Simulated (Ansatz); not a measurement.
Consider the redistribution: `C=N[SiH](N)F` + `C[SiH](N)[GeH2][NH2]` → `C=N[Si](N)(N)F` + `C[SiH](N)[GeH3]`.

Calculated with Ansatz (gas phase, PBE0-D4/def2-TZVP geometries, no zero-point term in ΔE). CBS: MP2 limit from def2 TZ/QZ plus the TZ coupled-cluster correction, frozen cores. Functionals use def2-TZVPP. B3LYP here is the variant with VWN-RPA as its local correlation; programs differ in this. For Ge outer-core shells are correlated without core-valence functions, which leaves a few kJ/mol of doubt a bond. Scalar relativity is left out up to krypton. Each species was taken in one conformer, which may not be the lowest.

`C=N[SiH](N)F`:

Z-matrix (Å, degrees):
```
Si
N 1 1.729
F 1 1.608 2 110.4
N 1 1.689 2 106.5 3 122.5
H 1 1.476 2 110.7 3 -115.1
C 2 1.258 1 124.5 3 4.3
H 4 1.005 1 121.7 2 -18.0
H 4 1.005 1 123.7 2 177.2
H 6 1.097 2 120.2 1 179.2
H 6 1.100 2 124.2 1 -0.8
```

`C[SiH](N)[GeH2][NH2]`:

Z-matrix (Å, degrees):
```
C
Si 1 1.869
H 1 1.094 2 110.7
H 1 1.092 2 111.1 3 120.2
H 1 1.093 2 110.6 3 -119.2
N 2 1.722 1 111.2 3 -61.7
Ge 2 2.390 1 113.6 3 -174.9
H 2 1.498 1 106.9 3 64.2
H 6 1.010 2 117.1 1 -147.6
H 6 1.007 2 121.9 1 68.4
N 7 1.863 2 103.5 1 117.7
H 7 1.553 2 113.8 1 -5.0
H 7 1.541 2 114.6 1 -128.6
H 11 1.012 7 113.3 2 167.6
H 11 1.012 7 112.6 2 -69.8
```

`C=N[Si](N)(N)F`:

```xyz
12

C    -1.262    1.192   -1.426
N    -0.159    0.919   -0.889
Si    0.074   -0.294    0.332
N     0.840    0.508    1.604
N     0.987   -1.644   -0.131
F    -1.362   -0.921    0.692
H    -2.213    0.701   -1.169
H    -1.323    1.963   -2.205
H     1.114    0.040    2.450
H     0.788    1.507    1.705
H     0.557   -2.422   -0.602
H     1.961   -1.549   -0.362
```

`C[SiH](N)[GeH3]`:

Z-matrix (Å, degrees):
```
C
Si 1 1.867
H 1 1.093 2 110.5
H 1 1.093 2 110.7 3 120.4
H 1 1.093 2 111.0 3 -120.1
N 2 1.728 1 109.2 3 57.6
Ge 2 2.395 1 108.8 3 -177.0
H 2 1.490 1 111.1 3 -58.9
H 6 1.009 2 119.3 1 58.7
H 6 1.008 2 118.7 1 -162.1
H 7 1.544 2 111.0 1 -61.4
H 7 1.543 2 112.8 1 58.5
H 7 1.542 2 111.7 1 179.4
```

```
             level  ΔE (kJ/mol)
               PBE        -77.6
             B3LYP        -80.1
SCS-MP2/def2-TZVPP        -73.7
CCSD(T)/def2-TZVPP        -77.2
```

Problem. What does CCSD(T)/CBS give? (Best estimate.)

Solution. The calculation gave: -79.6 kJ/mol. The listed levels differ from it by 2.0, -0.5, 5.9, 2.4 kJ/mol.

Largest T1 diagnostic among the species: 0.012.

In def2-TZVPP, CCSD(T) changes the Hartree–Fock value by +6.3 kJ/mol (the triples alone add +1.5 kJ/mol) and MP2 by +8.0 kJ/mol. From PBE to PBE0 (25 % exact exchange), in def2-TZVPP and without D4, ΔE moves by −3.7 kJ/mol.

CCSD(T)/CBS has its own doubt, a few kJ/mol and more with outer-core shells, so smaller differences from it don't rank the levels.
